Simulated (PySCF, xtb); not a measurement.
Si(Cl)(F)2(SH) (ClF2HSSi), SMILES S[Si](F)(F)Cl.

GFN2-xTB (xtb) at its own geometry gives an orbital gap of 5.19 eV and a dipole moment of 2.24 D.

Coordinates come from a r2SCAN-D4/def2-SVP optimisation. The values are those of a single conformer.

Task: What does HF/def2-TZVP run with PySCF give? (An estimate is asked for; the answer gives what the named calculation found.)

Result: gap 14.51 eV (levels -11.41 and 3.10 eV), dipole 1.86 D.
